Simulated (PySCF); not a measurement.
A GIAO shielding run with PySCF (density fitting, non-relativistic, gas phase) on SMILES [F][Al]([F])[C]1=CC1, C3H3AlF2:

```
$ OMP_NUM_THREADS=1 python probes_run.py task.json out

{"job": {"kind": "nmr", "xc": "LC-wPBE", "basis": "pcSseg-2", "pop": false}, "charge": 0, "multiplicity": 1}
F      2.380095     2.046450    -0.300308
Al     1.818670     0.512043    -0.039005
F      2.958575    -0.659489     0.211901
C     -0.034190     0.115500    -0.024041
C     -1.277030     0.528114    -0.084951
C     -1.143198    -0.932379     0.085429
H     -1.958424     1.372076    -0.180323
H     -1.331849    -1.604768    -0.764813
H     -1.353610    -1.394738     1.061413
```

Hardware: 1 thread of an Arm Neoverse V1, shared host. The job also computes ring-centre shieldings.

(1) How large is the calculation?

(2) How long does it take, and how much memory does it need?

(3) And these other runs on the same molecule and hardware: GIAO shielding at B97-2/pcSseg-2; GIAO shielding at BHandHLYP/pcSseg-2; GIAO shielding at CAM-B3LYP/pcSseg-2; GIAO shielding at PBE0/6-31G; GIAO shielding at PBE0/STO-3G; GIAO shielding at PBE0/pcSseg-2?

## Answers

(1) 52 electrons, 265 basis functions and 741 auxiliary functions.

(2) 47 s of wall time, with 14 SCF cycles and 7 response iterations; peak memory 1 GiB. Times on a shared host scatter by some tens of per cent.

(3) B97-2/pcSseg-2: 265 functions, 29 s; BHandHLYP/pcSseg-2: 265 functions, 28 s; CAM-B3LYP/pcSseg-2: 265 functions, 40 s; PBE0/6-31G: 64 functions, 5.1 s; PBE0/STO-3G: 37 functions, 2.8 s; PBE0/pcSseg-2: 265 functions, 30 s.
